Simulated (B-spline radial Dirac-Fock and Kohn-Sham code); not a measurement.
## Ti⁺ in Watson spheres of different radius

Level of theory: Dirac-Fock (average of configuration) total-energy differences with a finite nucleus, the Breit interaction including its frequency dependence, and self-energy and vacuum-polarisation corrections; a radial finite-basis atomic code. The ion, [Ar] 3d2 4s1, sits in a hollow sphere of charge Q = -1, a simple model of the Madelung potential. Inside the sphere an electron's potential energy is raised by the constant 14.40·|Q|/R eV, so binding energies fall by about that much as long as the orbitals stay inside.

| radius (Å) | 14.40 |Q|/R (eV) | 1s (eV) | 2s (eV) | 2p1/2 (eV) | 2p3/2 (eV) | 3p1/2 (eV) | 3p3/2 (eV) | 3d (eV) | 4s (eV) |
| --- | --- | --- | --- | --- | --- | --- | --- | --- | --- |
| 1.8 | 8.00 | 4977.2 | 574.9 | 473.2 | 467.6 | 46.23 | 45.58 | 8.84 | 5.62 |
| 3 | 4.80 | 4979.8 | 577.5 | 475.9 | 470.3 | 48.91 | 48.26 | 11.52 | 7.94 |

From the smallest to the largest radius 1s moves by +2.6 eV, while the constant potential alone would give +3.2 eV; the difference comes from charge outside the sphere and its screening.

Values without a named source are computed, but for edge energies of neutral atoms, which are taken from tables.
